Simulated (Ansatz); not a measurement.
Single points on thioxanthone (C₁₃H₈OS).

```yaml
crystal:
  periodic: [false, false, false]
  atoms:
    - {symbol: O, position_ang: [0.316790, 1.049364, -2.261714]}
    - {symbol: C, position_ang: [0.161025, 0.533434, -1.149549]}
    - {symbol: C, position_ang: [1.332134, 0.031840, -0.377463]}
    - {symbol: C, position_ang: [2.607620, 0.174742, -0.973778]}
    - {symbol: C, position_ang: [3.763776, -0.262553, -0.332283]}
    - {symbol: C, position_ang: [3.667820, -0.862292, 0.940751]}
    - {symbol: C, position_ang: [2.424672, -1.017008, 1.554032]}
    - {symbol: C, position_ang: [1.250442, -0.572558, 0.901851]}
    - {symbol: S, position_ang: [-0.248989, -0.824588, 1.778027]}
    - {symbol: C, position_ang: [-1.475531, -0.172855, 0.705496]}
    - {symbol: C, position_ang: [-2.807185, -0.249921, 1.177148]}
    - {symbol: C, position_ang: [-3.855453, 0.240749, 0.398788]}
    - {symbol: C, position_ang: [-3.596469, 0.816568, -0.862508]}
    - {symbol: C, position_ang: [-2.285492, 0.892205, -1.326245]}
    - {symbol: C, position_ang: [-1.200815, 0.403250, -0.559909]}
    - {symbol: H, position_ang: [2.632829, 0.648014, -1.966541]}
    - {symbol: H, position_ang: [4.745396, -0.141576, -0.814002]}
    - {symbol: H, position_ang: [4.573759, -1.212234, 1.458683]}
    - {symbol: H, position_ang: [2.348710, -1.485003, 2.547726]}
    - {symbol: H, position_ang: [-3.008295, -0.699612, 2.161808]}
    - {symbol: H, position_ang: [-4.886930, 0.174835, 0.777136]}
    - {symbol: H, position_ang: [-4.424913, 1.202811, -1.474687]}
    - {symbol: H, position_ang: [-2.034890, 1.332410, -2.302779]}
basis:
  gaussian: {orbitals: def2-TZVP, initial_orbitals: start.molden}
hamiltonian: {xc: pbe, dispersion: d4}
scf: {omitted_lower_state_checks: [starts]}
output: {orbitals: {seedname: orbitals}}
```

The file start.molden holds the orbitals of an earlier run on this structure, at another level or in another basis.

```sh
$ ansatz run in.yaml --threads 4 --pin off --events-out ev --progress --plain --max-ram 6963MiB
```

Output, abridged:

```
Functional definition: PBE
3104 factors; their error is unknown
mean field evaluation 1: about -26475.9057 eV, gradient 1.6e1 eV
mean field evaluation 2: about -26476.1820 eV, gradient 3.0e-1 eV
mean field evaluation 4: about -26476.0734 eV, gradient 3.0e-3 eV
mean field -26476.07338893 eV, -972.9777509160 hartree, gradient 2.1e-5 eV, S^2 0.000000; 0 other end points of the search recorded, 0 dependent functions left out
reference -26476.07344818 eV, -972.9777530935 hartree; 55, 55 occupied and 464, 464 virtual orbitals, 3104 factors
Total energy: -26477.02932461 eV, -973.0128809044 hartree
Checks for a lower state left out: starts
```

Run time 40 s (4 threads of Intel Xeon on a shared host), peak host memory 1.6 GiB.

As the first input, with `gaussian: {orbitals: def2-SVP, initial_orbitals: start.molden}` (abridged; 14 s):

```
Functional definition: PBE
mean field -26455.74391326 eV, -972.2306564651 hartree, gradient 1.2e-5 eV, S^2 0.000000
Total energy: -26456.69983314 eV, -972.2657858726 hartree
Checks for a lower state left out: starts
```

Geometry: PBE-D4/def2-SVP.
